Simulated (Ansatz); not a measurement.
Mulliken charges of `[F][Sn]([Cl])[Br]` radical from PBE/def2-TZVPP in Ansatz (PBE0-D4/def2-TZVP geometry).

```tsv
atom	x (Å)	y (Å)	z (Å)	charge (e)
F1	-1.818	0.269	0.108	-0.400
Sn2	-0.130	-0.619	-0.087	0.936
Cl3	0.970	-0.224	1.926	-0.289
Br4	1.033	0.514	-1.967	-0.248
```

Q: By hand: the dipole of these point charges (1 e Å = 4.8032 D).

A: Σ q r = (0.069, -0.750, -0.193) e Å, of length 0.778 e Å = 3.74 D.

Q: How does the dipole of the full density compare? (Estimate.)

A: Ansatz gave: (0.126, -0.403, -0.146) e Å, 2.15 D; the point charges give 1.74 times that, at 13° from its direction.

Point charges leave out the atoms' own dipoles, such as those of lone pairs, and Mulliken's split depends on the basis, so the two needn't agree.
